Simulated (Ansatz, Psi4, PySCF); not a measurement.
Donor–acceptor adduct: GaH3 (SMILES [GaH3]) (first 4 atoms) with C2H6O (SMILES COC); geometry from B3LYP-D3(BJ)/def2-TZVP, rigid monomers moved along the line of their centres of mass till Ga1···O6 is 3.02 Å.
(charge 0, multiplicity 1):
```xyz
13

Ga     0.717     0.240     0.985
H      1.978    -0.697     1.120
H     -0.609    -0.376     0.377
H      0.901     1.806     0.934
C     -1.322     0.904     4.208
O     -0.241     0.040     3.846
C     -0.386    -1.284     4.367
H     -1.391     0.965     5.296
H     -2.263     0.532     3.794
H     -1.097     1.883     3.793
H     -0.446    -1.242     5.457
H      0.496    -1.842     4.065
H     -1.283    -1.758     3.962
```

Interaction energies are E(AB) − E(A) − E(B) at the monomers' geometry in the complex; basis-set methods are counterpoise corrected.

Cores are frozen in the correlated methods. Filled d and f shells under p-block atoms count as core.

Programs: Ansatz (Gaussian orbitals); Psi4 for SAPT; PySCF for the dispersion terms. Each number belongs to the level named beside it.

Q: Give the interaction energy at the level B3LYP-D4/def2-TZVPPD.

A: -9.2 kcal/mol

Ansatz is a first-principles code.
